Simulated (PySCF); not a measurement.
## P⁺: excitation energy

P⁺ [Ne] 3s2 3p2 (3P) → P⁺ [Ne] 3s1 3p3 (5S), as a difference of total energies. Calculation: PySCF 2.14, in aug-cc-pV(T+d)Z with one added diffuse shell each of s, p, d, f type (7s6p5d3f, 71 functions); no relativity, point nucleus. Correlated levels: valence: [Ne] frozen. The calculations carry no spin-orbit coupling.

```json
{"method": "UHF", "excitation energy (eV)": "3.897"}
{"method": "MP2 (valence)", "excitation energy (eV)": "4.974"}
{"method": "SCS-MP2 (valence)", "excitation energy (eV)": "5.490"}
{"method": "CCSD (valence)", "excitation energy (eV)": "5.291"}
{"method": "CCSD(T) (valence)", "excitation energy (eV)": "5.343"}
```

Question: How much does correlation contribute at CCSD(T) (valence)?

Answer: 5.343 − (3.897) = 1.446 eV, measured against UHF.

Errors of the correlated levels include the incompleteness of this basis and the frozen core.

For comparison: 5.627 eV (measured; NIST levels, between the centres of gravity of the two terms).
